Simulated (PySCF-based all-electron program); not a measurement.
## CSe, singlet: squeezing and stretching

Calculated with an in-house all-electron program built on PySCF, in large uncontracted Gaussian sets near the basis limit; Koelling–Harmon scalar relativity, no spin–orbit coupling, spin-restricted. Forces are good to about 0.007 eV/Å. A positive force pushes the atoms apart.

```tsv
r (Å)	PBE (eV/Å)	r2SCAN (eV/Å)
1.5086	11.333	?
1.6762	0.402	-0.168
1.8438	-4.224	?
```

(1) Fill in the missing r2SCAN forces.

(2) Between which listed lengths does the r2SCAN force vanish, and at which of the two is it smaller?

## Answers

(1) 1.5086 Å: 10.827 eV/Å; 1.8438 Å: -4.789 eV/Å.

(2) Between 1.509 and 1.676 Å. The force is smaller at 1.676 Å.
